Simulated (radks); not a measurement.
Valence configurations of Ta I (all share [Xe]). All-electron calculation, scalar-relativistic Kohn-Sham, BLYP, spin-polarised, spherical densities, point nucleus; open shells are filled with parallel spins first (spin-orbit coupling, left out, can overturn this in heavy ions). Program: a radial shooting solver on a logarithmic mesh with Libxc functionals. Energies are relative to 4f14 5d3 6s2; eigenvalues in eV for spin up.

| valence | E (eV) | moment (Bohr magnetons) | e(4f) | e(5d) | e(6p) | e(6s) |
|---|---|---|---|---|---|---|
| 4f14 5d3 6s2 | 0.000 | 3 | -24.288 | -3.941 | - | -5.630 |
| 4f13.5 5d3 6s2 6p0.5 | 12.643 | 4 | -30.560 | -5.879 | -1.939 | -6.594 |
| 4f13 5d3 6s2 6p1 | 27.988 | 5 | -37.166 | -7.956 | -2.459 | -7.557 |
| 4f13 5d4 6s2 | 23.383 | 5 | -33.070 | -5.140 | - | -5.863 |
| 4f11.5 5d5 6s2 6p0.5 | 74.233 | 8 | -49.480 | -8.579 | -1.993 | -7.072 |
| 4f14 5d3.5 6s1.5 | 0.399 | 4 | -23.276 | -3.450 | - | -5.458 |
| 4f14 5d4 6s1 | 0.764 | 5 | -22.358 | -3.005 | - | -5.303 |
| 4f14 5d2 6s2 6p1 | 3.289 | 3 | -28.078 | -6.459 | -2.393 | -7.211 |
| 4f13.5 5d3 6s1 6p1.5 | 16.030 | 6 | -31.871 | -7.122 | -2.686 | -7.668 |
| 4f14 5d3 6s1 6p1 | 3.126 | 5 | -25.668 | -5.260 | -2.220 | -6.787 |

NIST lists [Xe] 4f14 5d3 6s2 as the ground configuration; this level of theory agrees among the configurations tried. The energies are those of spherical high-spin densities, not of single terms.
